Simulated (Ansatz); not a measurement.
Reaction (hydrogen abstraction from the Sn–H bond): `C[O][SnH2][NH2]` + H• → `C[O][SnH][NH2]`• + H₂

Computed with Ansatz on PBE0-D4/def2-TZVP structures; ΔE is electronic, products minus reactants. CBS: MP2 limit from def2 TZ/QZ plus the TZ coupled-cluster correction, frozen cores. This one scheme is used for every species, atoms too. Functionals use def2-TZVPP. Open shells (•) are unrestricted, without spin–orbit coupling. def2 core potentials past Kr. For Sn outer-core shells are correlated without core-valence functions, so the limit isn't a true one: a few kJ/mol of doubt a bond, and 10 to 20 or more in all where bonds break to atoms. One conformer a species, not always the lowest.

| level | ΔE (kJ/mol) |
| --- | --- |
| PBE-D4 | -151.8 |
| PBE0-D4 | -135.6 |
| ωB97X-V | -126.5 |
| ωB97M-V | -136.4 |
| B2PLYP | -145.7 |
| SCS-MP2/def2-TZVPP | -124.2 |
| SCS-MP2/def2-QZVPP | -125.0 |
| MP2/CBS(def2) | -119.7 |

(1) What does CCSD(T)/CBS give? (Estimate.)

Largest T1 diagnostic among the species: 0.018.

## Answers

(1) Computed: -131.6 kJ/mol. The listed levels differ from it by -20.2, -4.0, 5.1, -4.8, -14.1, 7.4, 6.6, 11.9 kJ/mol.

In def2-TZVPP, CCSD(T) changes the Hartree–Fock value by −31.8 kJ/mol (the triples alone add −1.0 kJ/mol) and MP2 by −19.9 kJ/mol. From PBE to PBE0 (25 % exact exchange), in def2-TZVPP and without D4, ΔE moves by +16.4 kJ/mol.
